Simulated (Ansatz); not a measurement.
Reaction (β-hydride elimination): `CO[SiH2][SiH3]` → disilane + `C=O`

Calculated with Ansatz (gas phase, PBE0-D4/def2-TZVP geometries, no zero-point term in ΔE). CBS: MP2 limit from def2 TZ/QZ plus the TZ coupled-cluster correction, frozen cores. This one scheme is used for every species. DFT in def2-TZVPP. B3LYP here is the variant with VWN-RPA as its local correlation; programs differ in this. HSE06 is defined as in plane-wave codes. Each species was taken in one conformer, which may not be the lowest.

`CO[SiH2][SiH3]`:

Cartesian coordinates in Å:
```
C -1.555 1.636 -0.395
O -0.761 0.672 0.259
Si 0.376 -0.216 -0.536
Si 1.364 -1.632 1.040
H -2.225 2.083 0.340
H -2.160 1.183 -1.189
H -0.939 2.430 -0.835
H -0.252 -0.996 -1.645
H 1.391 0.681 -1.168
H 2.403 -2.460 0.368
H 0.348 -2.537 1.641
H 2.010 -0.843 2.122
```

`[SiH3][SiH3]`:

```xyz
8

Si   -1.151    0.200   -0.034
Si    1.151   -0.200    0.035
H    -1.417    1.650   -0.238
H    -1.773   -0.559   -1.152
H    -1.787   -0.225    1.241
H     1.774    0.562    1.150
H     1.787    0.222   -1.243
H     1.417   -1.649    0.242
```

`C=O`:

Cartesian coordinates in Å:
```
C -0.004 -0.001 -0.003
O 0.917 0.309 0.694
H -0.336 -1.054 -0.104
H -0.576 0.747 -0.587
```

```csv
level,ΔE (kJ/mol),difference from CCSD(T)/CBS
PBE-D4,176.3,-10.0
revPBE-D4,167.8,-18.5
BLYP-D4,164.4,-21.9
r2SCAN-D4,189.1,2.8
PBE0-D4,190.7,4.4
B3LYP-D4,179.4,-6.9
r2SCAN0-D4,199.2,12.9
HSE06-D4,190.5,4.2
BHLYP-D4,195.5,9.2
CAM-B3LYP-D4,190.9,4.6
ωB97X-V,187.9,1.6
ωB97M-V,186.1,-0.2
B2PLYP,175.9,-10.4
PBE-QIDH,195.9,9.6
PBE,168.9,-17.4
revPBE,147.9,-38.4
PBE0,184.3,-2.0
B3LYP,167.8,-18.5
r2SCANh,190.9,4.6
r2SCAN0,196.7,10.4
HSE06,184.4,-1.9
BHLYP,186.4,0.1
CAM-B3LYP,184.3,-2.0
LC-ωPBE,189.8,3.5
RPA@PBE/def2-TZVPP,165.0,-21.3
HF/def2-SVP,157.5,-28.8
MP2/def2-SVP,160.7,-25.6
CCSD/def2-SVP,152.8,-33.5
CCSD(T)/def2-SVP,149.5,-36.8
HF/def2-TZVPP,168.8,-17.5
MP2/def2-TZVPP,189.5,3.2
SCS-MP2/def2-TZVPP,178.9,-7.4
CCSD/def2-TZVPP,180.1,-6.2
CCSD(T)/def2-TZVPP,178.6,-7.7
HF/def2-QZVPP,169.7,-16.6
MP2/def2-QZVPP,194.3,8.0
SCS-MP2/def2-QZVPP,183.4,-2.9
HF/CBS(def2),169.9,-16.4
MP2/CBS(def2),197.2,10.9
CCSD/CBS(def2),187.9,1.6
CCSD(T)/CBS,186.3,0
```

(1) What do rigid-rotor, harmonic-oscillator terms from PBE0-D4/def2-TZVP frequencies (298.15 K, 1 bar) make of the CCSD(T)/CBS value? (Best estimate.)

Largest T1 diagnostic among the species: 0.015.

Answers

(1) Ansatz gave: ΔZPE = -22.4 kJ/mol, ΔH = +166.8 kJ/mol, ΔS = 131 J/(mol·K), ΔG = +127.6 kJ/mol.

At CCSD(T), def2-SVP lies −36.8 kJ/mol from the extrapolated value and def2-TZVPP −7.7 kJ/mol. The D4 term adds +11.6 kJ/mol with B3LYP and +6.4 kJ/mol with PBE0; it sums over pairs of atoms, weighted by their polarisabilities, and B3LYP, whose exchange is more repulsive, gets the larger term. From r2SCAN to r2SCAN0 (25 % exact exchange), in def2-TZVPP and without D4, ΔE moves by +9.8 kJ/mol.
